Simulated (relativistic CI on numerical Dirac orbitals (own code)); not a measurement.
How well does a small relativistic CI reproduce Ag5+?

Computed by Dirac-Coulomb-Breit CI, separate exchange-only KLI orbitals for each configuration, QED by a radiative potential, valence Slater integrals scaled by 0.85, P86 correlation energy added to each configuration (own radial code, finite nucleus).

Configurations in the expansion (outside the closed core [Ar] 3d10): 4s²4p⁶4d⁶, 4s²4p⁶4d⁵5s, 4s²4p⁶4d⁵4f, 4s²4p⁶4d⁵5p, 4s²4p⁵4d⁷, 4s²4p⁶4d⁵5d, 4s²4p⁶4d⁵6s, 4s²4p⁶4d⁵6p, 4s²4p⁶4d⁴5s5p, 4s²4p⁶4d⁵5f, 4s4p⁶4d⁷, 4s²4p⁶4d⁵6d, 4s²4p⁶4d⁵7s, 4s²4p⁶4d⁵5g, 4s²4p⁶4d⁵7p, 4s²4p⁶4d⁵6f, 4s²4p⁶4d⁴4f5s, 4s²4p⁵4d⁶5s, 4s4p⁶4d⁶4f, 4s²4p⁶4d⁴5s², 4s²4p⁶4d³4f5s², 4s²4p⁶4d³5s²5p, 4s²4p⁶4d³5s²5d, 4s²4p⁶4d³5s²6s, 4p⁶4d⁸, 4p⁵4d⁹. Double excitations out of closed p, d and f shells are left out; levels of such configurations are missing from the list, as are those of other unlisted configurations, and high levels can miss mixing partners. These lack a partner that the ground configuration has and come out too high: 4s²4p⁵4d⁶5s.

| Configuration | Term (tabulated) | J | Measured (cm⁻¹) | Computed | Error | Purity (%) |
| --- | --- | --- | --- | --- | --- | --- |
| 4s²4p⁶4d⁶ | 5D | 4 | 0.0 | 0 | 0 | 96 |
| 4s²4p⁶4d⁶ | 5D | 3 | 2692.5 | 2605 | -88 | 98 |
| 4s²4p⁶4d⁶ | 5D | 2 | 3953.0 | 3814 | -139 | 95 |
| 4s²4p⁶4d⁶ | 5D | 1 | 4941.0 | 4760 | -181 | 95 |
| 4s²4p⁶4d⁶ | 5D | 0 | 5380.0 | 5177 | -203 | 95 |
| 4s²4p⁶4d⁶ | 3P | 2 | 21041.5 | 20311 | -731 | 90 |
| 4s²4p⁶4d⁶ | 3H | 6 | 21512.5 | 20852 | -661 | 95 |
| 4s²4p⁶4d⁶ | 3H | 5 | 21812.0 | 21274 | -538 | 75 |
| 4s²4p⁶4d⁶ | 3F | 3 | 24441.0 | 23866 | -575 | 75 |
| 4s²4p⁶4d⁶ | 3F | 2 | 25306.5 | 24719 | -588 | 93 |
| 4s²4p⁶4d⁶ | 3G | 5 | 27958.5 | 27440 | -518 | 75 |
| 4s²4p⁶4d⁶ | 3P | 1 | 28232.0 | 27416 | -816 | 88 |
| 4s²4p⁶4d⁶ | 3G | 4 | 29659.5 | 29123 | -536 | 76 |
| 4s²4p⁶4d⁶ | 3G | 3 | 30361.0 | 29842 | -519 | 75 |
| 4s²4p⁶4d⁶ | 3D | 2 | 32650.5 | 32610 | -40 | 84 |
| 4s²4p⁶4d⁶ | 3D | 3 | 33509.0 | 33606 | 97 | 95 |
| 4s²4p⁶4d⁶ | 3D | 1 | 33558.0 | 33490 | -68 | 91 |
| 4s²4p⁶4d⁶ | 1I | 6 | 34194.5 | 33149 | -1046 | 95 |
| 4s²4p⁶4d⁶ | 1G | 4 | 37481.0 | 36414 | -1067 | 82 |
| 4s²4p⁶4d⁶ | 1D | 2 | 41372.0 | 40703 | -669 | 81 |
| 4s²4p⁶4d⁶ | 1F | 3 | 44724.5 | 44682 | -43 | 84 |
| 4s²4p⁶4d⁶ | 3P | 1 | 51664.5 | 51752 | 88 | 99 |
| 4s²4p⁶4d⁶ | 3F | 4 | 53990.5 | 53846 | -144 | 93 |
| 4s²4p⁶4d⁶ | 3F | 2 | 54223.0 | 54006 | -217 | 98 |
| 4s²4p⁶4d⁶ | 3F | 3 | 55982.0 | 55710 | -272 | 84 |
| 4s²4p⁶4d⁶ | 3P | 2 | 56519.0 | 56535 | 16 | 96 |
| 4s²4p⁶4d⁶ | 1G | 4 | 61726.0 | 61274 | -452 | 93 |
| 4s²4p⁶4d⁵5p | 7P° | 3 | 245839.5 | 249917 | 4078 | 85 |
| 4s²4p⁶4d⁵5p | 5P° | 3 | 258553.0 | 262530 | 3977 | 83 |
| 4s²4p⁶4d⁵5p | 5P° | 2 | 259764.5 | 263720 | 3955 | 90 |
| 4s²4p⁶4d⁵5p | 5P° | 1 | 260687.0 | 264609 | 3922 | 97 |
| 4s²4p⁶4d⁵5p | 5F° | 5 | 277685.5 | 281120 | 3435 | 70 |
| 4s²4p⁶4d⁵5p | 3H° | 6 | 285564.5 | 288994 | 3430 | 70 |
| 4s²4p⁶4d⁵5p | 3H° | 5 | 285968.0 | 289526 | 3558 | 76 |
| 4s²4p⁶4d⁵5p | 3K° | 6 | 289143.0 | 292046 | 2903 | 58 |

Measured levels from measured levels as listed in Gamrath, thesis, University of Mons (2023); pairs were made by configuration, J and term (by order where the table uses no LS term), so strongly mixed levels may be paired wrongly.

Mean error by configuration (cm⁻¹): 4s²4p⁶4d⁶ -381; 4s²4p⁶4d⁵5p 3657. Over the excited levels the mean absolute error is 1164 cm⁻¹ (34 of the 69 excited levels that our extract of the source holds in range could be paired, and the others can miss by more), and the median relative error of those above 1,000 cm⁻¹ is 1.6 %. Some levels of the ground configuration have no partner.
